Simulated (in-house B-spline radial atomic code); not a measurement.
Values are calculated unless marked as measured or tabulated.
# Cs in an electron gas of r_s = 3: phase shifts, screening, friction and resistivity

A nucleus sits in a uniform electron gas with a rigid positive background. The Kohn-Sham equations are solved self-consistently in the spin-unpolarised LDA (PW92), non-relativistic, on B-splines with outgoing waves at the boundary and partial waves to l = 8. The model has no lattice, no bands and no magnetic solution. Atomic units; δ_l are the phase shifts at the Fermi level, counted so that each bound state adds π, and good to about 0.0005. Heavy atoms are models without relativity.

The density parameter is r_s = 3 bohr, near that of the valence electrons of Ag (1 per atom, density 10.5 g/cm³, mass 107.87 u, which gives r_s = 3.02).

```
l  δ_l (rad)
0    14.6478
1    12.0119
2     7.1211
3     0.0181
4    -0.0021
5    -0.0002
6    -0.0003
7     0.0000
8    -0.0001
```

Bound levels below the band bottom (hartree): s -7.169, p -5.482, d -2.562, s -0.6396, p -0.2369 and deeper ones.

Check the Friedel sum rule, and say where the screening charge sits.

k_F = (9π/4)^(1/3)/r_s = 0.63972. The rule is Z = (2/π) Σ (2l + 1) δ_l. The terms are s 9.325, p 22.941, d 22.667, f 0.081 and -0.017 beyond, in all 54.997 against Z = 55. Bound states hold 10 s, 24 p, 20 d electrons, so the scattering states carry 1.00 in all; where a term is smaller than its bound count, the bound level has drawn weight out of the band.

Find the transport cross section and the electronic stopping of a 2 keV Cs ion (mass 132.91 u).

σ_tr = (4π/k_F²) Σ (l + 1) sin²(δ_l − δ_(l+1)). The terms for l = 0 to 3 are 0.2347, 1.9370, 1.6032, 0.0016, all together 3.7765, so σ_tr = 30.707 × 3.7765 = 115.963 bohr². With n = 3/(4π r_s³) = 0.008842, the friction coefficient is Q = n k_F σ_tr = 0.6559. For v well below v_F = 0.640, dE/dx = Q v; with 24801 eV per u at v = 1, v = √(2000/(24801 × 132.91)) = 0.0246, so dE/dx = 0.01616 hartree/bohr = 8.31 eV/nm. The largest term couples the p and d waves.

What residual resistivity would 1 atomic per cent of such centres give in Ag?

Δρ = k_F n_i σ_tr/n in atomic units of 21.74 μΩ·cm. With one host atom per 1 electron, n_i/n = 0.01/1, so Δρ = 0.6397 × 0.01000 × 115.963 × 21.74 = 16.13 μΩ·cm. This is an atom added to the gas, as on an interstitial site.

On a substitutional site the background of one host ion, a sphere holding 1 charge, is taken out. The phase shifts for l = 0 to 4 become 14.5614, 11.9583, 6.8502, 0.0219, -0.0014. What follows?

The Friedel sum is now 54.00, for Z − 1 = 54. The sum in σ_tr is 2.7746, so σ_tr = 85.20 bohr² and Δρ = 11.85 μΩ·cm per atomic per cent, 0.73 times the value above. A real host ion scatters too, so this model doesn't give zero even for the host's own atom.
